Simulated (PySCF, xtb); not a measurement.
H7Si3, SMILES [SiH3][SiH][SiH3], multiplicity 2.

Harmonic wavenumbers (cm⁻¹) from xtb with GFN2-xTB at its own minimum, in rising order: 52, 58, 90, 280, 372, 402, 420, 425, 474, 538, 597, 766, 802, 806, 817, 842, 848, 2074, 2164, 2170, 2199, 2200, 2208, 2213.

What does TPSSh-D3(BJ)/def2-SVP in PySCF give at its own minimum? (Estimate from the structure and the level; the computed values follow.)

75, 76, 92, 304, 378, 437, 469, 489, 549, 579, 721, 872, 902, 942, 947, 949, 951, 2215, 2222, 2226, 2244, 2247, 2252, 2254. Paired by order, the mean absolute difference is 66 cm⁻¹ and the zero-point energies are 34.0 and 36.3 kcal/mol.
